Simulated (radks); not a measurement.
The numbers below are computed, except where a source is named.
Spherical jellium clusters: N electrons in a uniform positive sphere of charge N and radius rs N^(1/3), rs = 4.69 bohr. Level of theory: non-relativistic Kohn-Sham, LDA (Slater exchange, Perdew-Wang correlation), spin-polarised, spherical densities (a radial shooting solver with Libxc functionals). Levels are named by radial order and angular momentum (1s, 1p, 1d, 2s, ...), and open shells are averaged over m.

N = 20, configuration 1s2 1p6 1d10 2s2. This is the lowest configuration that the search found. Occupied and some empty levels:

level,occupation,eigenvalue (eV),<r> (bohr)
1s,2,-4.1377,8.310
1p,6,-3.6309,9.469
1d,10,-2.9375,10.34
2s,2,-2.4108,8.266
1f,0,-2.1013,11.13
2p,0,-1.4862,10.29
1g,0,-1.1609,11.97

Energy (eV): total -37.4840, kinetic 25.382, external -1017.4, Hartree 505.25, exchange-correlation -63.664, background 512.99. Static polarisability (adiabatic kernel): 2676 bohr^3, against R^3 = 2063 for a classical metal sphere.
